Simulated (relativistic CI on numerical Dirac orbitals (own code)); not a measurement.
## Hg64+: sensitivity of the levels to the model

Base calculation: Dirac-Coulomb-Breit CI, KLI orbitals optimised for each configuration, model QED, unscaled Slater integrals.

Configuration list (outside the closed core [Ne]): 3s2 3p4, 3s2 3p3 3d, 3s 3p5, 3p6, 3s 3p4 3d, 3s 3p3 3d2, 3p5 3d, 3s2 3p2 3d 4p, 3s2 3p3 4s, 3s 3p3 3d 4s, 3p5 4s, 3p5 4p, 3s2 3p3 4p, 3s2 3p3 4d, 3s2 3p3 4f, 3s 3p4 4s, 3p4 3d 4p, 3s 3p4 4p, 3s 3p4 4d, 3s 3p4 4f, 3s2 3p3 5s, 3s2 3p3 5p, 3s2 3p2 4s 4p, 3s2 3p3 5d, 3s2 3p3 5f, 3s2 3p3 5g, 3s 3p3 4s2, 3s 3p4 5s, 3s2 3p2 3d2, 3s2 3p 3d3, 3s 3p2 3d3, 3s2 3p 3d2 4s, 3s2 3p 3d2 4p, 3s2 3p 3d2 4d, 3p4 3d2, 3p3 3d3, 3p3 3d2 4s, 3p3 3d2 4p, 3p3 3d2 4d, 3s2 3p2 3d 4s, 3s 3p2 3d2 4s, 3s2 3p 3d 4s2, 3s2 3p 3d 4s 4p, 3s2 3p 3d 4s 4d, 3p4 3d 4s, 3p3 3d 4s2, 3p3 3d 4s 4p, 3p3 3d 4s 4d, 3s2 3p2 4s2, 3s 3p2 3d 4s2, 3s2 3p 4s2 4p, 3s2 3p 4s2 4d, 3s2 3p2 4p2, 3s2 3p 3d 4p2, 3s 3p2 3d 4p2, 3s2 3p 4s 4p2, 3s2 3p 4p3, 3s2 3p 4p2 4d, 3s 3p3 4s 4p, 3s 3p2 3d 4s 4p, 3s 3p2 4s2 4p, 3s 3p2 4s 4p2, 3s 3p2 4s 4p 4d. Double excitations out of closed p, d and f shells are left out; levels of such configurations are missing from the list, as are those of other unlisted configurations, and high levels can miss mixing partners. These lack a partner that the ground configuration has and come out too high: 3s2 3p3 4f, 3s 3p4 4p, 3s 3p4 4d, 3s 3p4 4f, 3s2 3p3 5s.

Variants: (1) valence Slater integrals scaled by 0.9; (2) QED terms removed. Shifts of the energy above 3s2 3p4 3P_2, in eV, for the lowest level and the first level of each name with at least 55 % of one term (blank where a level changes its place among those of its configuration and J or its character, or is not in the variant):

```json
{"Level": "3s2 3p4 3P_2", "Base": "0.00", "Δ(1)": "0.00", "Δ(2)": "0.00"}
{"Level": "3s2 3p4 1S_0", "Base": "22.21", "Δ(1)": "-2.02", "Δ(2)": "+0.01"}
{"Level": "3s2 3p3 3d 3P°_0", "Base": "269.85", "Δ(1)": "+0.13", "Δ(2)": "+1.25"}
{"Level": "3s2 3p4 3P_1", "Base": "508.18", "Δ(1)": "+0.83", "Δ(2)": "-0.41"}
{"Level": "3s2 3p4 1D_2", "Base": "518.55", "Δ(1)": "-0.22", "Δ(2)": "-0.39"}
{"Level": "3s2 3p2 3d2 3P_0", "Base": "559.67", "Δ(1)": "-0.57", "Δ(2)": "+2.50"}
{"Level": "3s 3p5 3P°_2", "Base": "716.71", "Δ(1)": "+3.46", "Δ(2)": "+4.94"}
{"Level": "3s2 3p3 3d 3G°_5", "Base": "889.46", "Δ(1)": "+0.50", "Δ(2)": "+0.55"}
{"Level": "3s 3p4 3d 3P_0", "Base": "1003.54", "Δ(1)": "+1.76", "Δ(2)": "+5.81"}
{"Level": "3s2 3p4 3P_0", "Base": "1035.56", "Δ(1)": "-0.04", "Δ(2)": "-0.65"}
```

At this charge energies of transitions that change n are usually good to better than 1 %, and those within a shell (Δn = 0) to a few per cent.

Ionisation energy from the two ground configurations alone: base 7210.38 eV. The NIST ASD value (theoretical) is 7211 eV.

LS names give the leading component of a level, which can be under half, so a name can repeat, a term be missing and a line seem to break the LS rules.
